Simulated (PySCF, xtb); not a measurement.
C4H3Cl2F, SMILES FC(/C=C\Cl)=C/Cl.

GFN2-xTB in xtb at its own geometry gives an orbital gap of 2.97 eV and a dipole moment of 1.51 D.

Coordinates come from a PBE0-D3(BJ)/def2-SVP optimisation. The structure was generated by enumeration; whether it is a known compound was not checked. The values are those of a single conformer.

What does PySCF with r2SCAN/def2-TZVP give? (An estimate is asked for; the answer gives what the named calculation found.)

gap 3.51 eV (levels -5.92 and -2.41 eV), dipole 1.09 D.
